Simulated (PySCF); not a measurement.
## Worked example: oscillator strength and radiative lifetime

C₃H₇FSi, SMILES FC1C[SiH2]C1.

The structure is a stationary point at ωB97X-D3(BJ)/def2-SVP. The structure was generated by enumeration, and PubChem lists no compound with its InChIKey, so it may never have been made.

TDDFT-PBE/def2-SVPD (PySCF) puts the first singlet state with f over 0.02 at 7.04 eV (vertical), with the transition dipole (-0.551, 0.031, 0.000) in atomic units.

Question: Find the oscillator strength, the wavelength and the radiative lifetime that this transition would have in vacuum if emission retraced absorption.

Answer: 
|μ|² = 0.3046 au, so |μ| = 1.40 D. ΔE = 7.04/27.211 = 0.2587 hartree. f = (2/3) ΔE |μ|² = 0.053 (the program prints 0.053).
λ = 1239.84/7.04 = 176 nm; ν = 56781 cm⁻¹.
Einstein's coefficient A = 0.6670 ν² f s⁻¹ (ν in cm⁻¹) = 1.1e8 s⁻¹, so τ = 1/A = 8.9 ns. This state is S2; the lower singlet has f = 0.007. The figure is the radiative limit of this one transition; relaxation, internal conversion, crossing to triplets and a medium change what is measured.
